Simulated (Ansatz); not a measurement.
Reaction (substitution at a C–Ge bond): `[CH3][Ge]([CH3])([CH3])[Cl]` + `OB(F)Br` → `COB(F)Br` + `[CH3][GeH]([CH3])[Cl]`

Gas-phase electronic energies from Ansatz, PBE0-D4/def2-TZVP geometries. CCSD(T)/CBS is the MP2 limit (def2-TZVPP, def2-QZVPP) plus CCSD(T) − MP2 in def2-TZVPP, frozen cores. DFT in def2-TZVPP. B3LYP here is the variant with VWN-RPA as its local correlation; programs differ in this. HSE06 is defined as in plane-wave codes. For Br, Ge outer-core shells are correlated without core-valence functions, which leaves a few kJ/mol of doubt a bond. Scalar relativity is left out up to krypton. Each species was taken in one conformer, which may not be the lowest.

`[CH3][Ge]([CH3])([CH3])[Cl]`:

Z-matrix (Å, degrees):
```
C
Ge 1 1.945
H 1 1.090 2 110.1
H 1 1.090 2 110.1 3 -119.9
H 1 1.092 2 110.1 3 120.0
C 2 1.945 1 112.7 3 175.5
C 2 1.945 1 112.7 3 -55.6
Cl 2 2.182 1 106.0 3 60.0
H 6 1.090 2 110.1 1 -175.6
H 6 1.090 2 110.1 1 -55.7
H 6 1.092 2 110.1 1 64.4
H 7 1.092 2 110.1 1 -64.5
H 7 1.090 2 110.1 1 175.4
H 7 1.090 2 110.1 1 55.5
```

`OB(F)Br`:

Z-matrix (Å, degrees):
```
B
O 1 1.340
Br 1 1.930 2 122.4
F 1 1.314 2 119.1 3 180.0
H 2 0.960 1 113.9 3 -0.0
```

`COB(F)Br`:

Z-matrix (Å, degrees):
```
C
O 1 1.414
H 1 1.091 2 111.6
H 1 1.090 2 108.1 3 120.8
H 1 1.091 2 108.6 3 -120.9
B 2 1.330 1 126.9 3 7.7
Br 6 1.931 2 124.2 1 -0.4
F 6 1.318 2 118.6 1 179.7
```

`[CH3][GeH]([CH3])[Cl]`:

Cartesian coordinates in Å:
```
C -1.613 -0.042 0.418
Ge 0.153 -0.670 -0.093
C 1.490 0.738 -0.120
Cl -0.014 -1.413 -2.128
H -1.926 0.763 -0.247
H -1.595 0.331 1.444
H -2.336 -0.856 0.351
H 0.602 -1.879 0.749
H 1.167 1.542 -0.781
H 1.631 1.140 0.886
H 2.441 0.346 -0.480
```

```csv
level,ΔE (kJ/mol)
LDA (SPW92),83.5
B3LYP-D4,84.8
CAM-B3LYP-D4,83.4
revPBE,87.0
PBE0,88.5
HSE06,88.6
HF/def2-QZVPP,76.9
HF/CBS(def2),76.7
```

What does CCSD(T)/CBS give? (An estimate is asked.)

The calculation gave: +93.6 kJ/mol. The listed levels differ from it by -10.1, -8.8, -10.2, -6.6, -5.1, -5.0, -16.7, -16.9 kJ/mol.

Largest T1 diagnostic among the species: 0.011.

The D4 term adds +3.2 kJ/mol with B3LYP and +2.0 kJ/mol with PBE0; it sums over pairs of atoms, weighted by their polarisabilities, and B3LYP, whose exchange is more repulsive, gets the larger term. In def2-TZVPP, CCSD(T) changes the Hartree–Fock value by +16.0 kJ/mol (the triples alone add +1.2 kJ/mol) and MP2 by +23.9 kJ/mol.
